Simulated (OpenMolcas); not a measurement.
Ce IV: effect of the basis set

* Program: OpenMolcas
* Method: RASSCF
* Active space: 1 electron in 12 orbitals (RAS2 4f; RAS3 5d, at most 1 electron)
* State averaging: 2S+1 = 2 odd, 7 roots; 2S+1 = 2 even, 5 roots
* Spin-orbit coupling: state interaction with AMFI integrals over the reference wave functions, term energies averaged over their components

A. ANO-RCC-VDZP [7s6p4d2f1g], DKH2, point nucleus; cost about 4 core-seconds
B. ANO-R2 [8s6p5d2f1g], X2C, finite nucleus; cost roughly 2.4 core-seconds
C. ANO-RCC-VTZP [8s7p5d3f2g1h], DKH2, point nucleus; cost roughly 6 core-seconds

Energies in cm⁻¹ above 4f ²F°_5/2, the measured ground level; measured values from Martin, Zalubas and Hagan, Atomic Energy Levels: The Rare-Earth Elements, NSRDS-NBS 60 (1978).

| Level | A | B | C | Measured |
| --- | --- | --- | --- | --- |
| 4f ²F°_5/2 | 0.0 | 0.0 | 0.0 | 0.0 |
| 4f ²F°_7/2 | 2428 | 2432 | 2416 | 2253 |
| 5d ²D_3/2 | 46381 | 44415 | 44493 | 49737 |
| 5d ²D_5/2 | 48932 | 46785 | 46835 | 52226 |

Deviations, from unrounded energies. A percentage is the sum of absolute deviations over the sum of measured energies, with the sign that they share, or ± where signs differ.

```
                  Against measurement  Levels     A      B      C
       mean absolute deviation (cm-1)       3  2300   3600   3600
fine structure of the ground term (%)       1  +7.8   +8.0   +7.2
             other configurations (%)       2  -6.5  -10.6  -10.4
```

A lies closest to measurement on these levels and B furthest from it. The largest miss of A in the table is 5d ²D_3/2, by -3400 cm-1. The ranking rests on the paired levels alone, and a cruder setting can come out closer through cancelling errors.

Among A to C the level of the table that moves most is 5d ²D_5/2, by 2100 cm-1 (lowest in B, highest in A).

With one active electron the reference holds no correlation, so core polarisation is missing. The basis is small and was not contracted for so high a charge (holds for A). Computed and measured levels are paired by configuration, term and J; levels that our copy of the source lacks, or whose pairing is in doubt (as where it misses far off the trend of its configuration), stay unpaired and out of the deviations. Only configurations of the active space appear.

° marks odd parity.
